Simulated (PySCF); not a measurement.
C3H5FOSi, SMILES F[Si@H](CO)C#C. Atoms are numbered in the order given.

```xyz
11

C      2.3272     0.4578    -1.1355
C      1.4086     0.2407    -0.3706
Si    -0.0409    -0.0699     0.7221
F      0.1540    -1.5142     1.4506
C     -1.5430    -0.0761    -0.4058
O     -1.5299     1.1454    -1.1367
H      3.1504     0.6482    -1.8046
H     -0.1086     0.9710     1.7731
H     -1.5619    -0.9679    -1.0626
H     -2.4769    -0.0972     0.1786
H     -0.7339     1.1552    -1.6836
```
Charge 0, spin multiplicity 1.

Geometry: ωB97X-D3(BJ)/def2-SVP. The structure was generated by enumeration; whether it is a known compound was not checked. One conformer was computed; it need not be the lowest.

All values below come from TDDFT-B3LYP/def2-SVPD (PySCF).

Vertical excitations. Isolated molecule, no solvent.

Computed UV-visible absorptions:
| state | energy (eV) | λ (nm) | f | main pairs |
|---|---|---|---|---|
| S1 | 5.50 | 226 | 0.001 | HOMO→LUMO 90 % |
| S2 | 6.03 | 206 | 0.011 | HOMO→LUMO+1 60 %, HOMO−2→LUMO 22 %, HOMO−1→LUMO 10 % |
| S3 | 6.06 | 205 | 0.005 | HOMO−1→LUMO 70 % |
| S4 | 6.33 | 196 | 0.009 | HOMO−2→LUMO+1 47 %, HOMO−2→LUMO 20 %, HOMO−1→LUMO+1 18 %, HOMO→LUMO+1 9 % |
| S5 | 6.40 | 194 | 0.020 | HOMO−2→LUMO+1 41 %, HOMO→LUMO+1 21 %, HOMO−1→LUMO+1 18 %, HOMO−2→LUMO 12 % |
| S6 | 6.89 | 180 | 0.009 | HOMO→LUMO+2 92 % |
| S7 | 7.47 | 166 | 0.018 | HOMO→LUMO+3 82 %, HOMO−3→LUMO 13 % |
| S8 | 7.49 | 166 | 0.010 | HOMO−3→LUMO 84 %, HOMO→LUMO+3 14 % |
| S9 | 7.74 | 160 | 0.003 | HOMO→LUMO+4 70 %, HOMO−1→LUMO+2 18 % |
| S10 | 7.90 | 157 | 0.051 | HOMO−1→LUMO+2 53 %, HOMO−2→LUMO+2 21 %, HOMO→LUMO+4 12 % |
| T1 | 4.91 | 252 | 0 | HOMO−2→LUMO 52 %, HOMO−1→LUMO+1 25 % |
| T2 | 5.17 | 240 | 0 | HOMO→LUMO 63 %, HOMO−1→LUMO 19 % |
| T3 | 5.34 | 232 | 0 | HOMO−2→LUMO 34 %, HOMO−1→LUMO+1 33 %, HOMO→LUMO+1 21 % |
| T4 | 5.56 | 223 | 0 | HOMO−1→LUMO 37 %, HOMO→LUMO 29 %, HOMO−2→LUMO+1 21 % |
Triplets are in the Tamm–Dancoff approximation, which puts them higher than full response would, so one can lie above its singlet here.
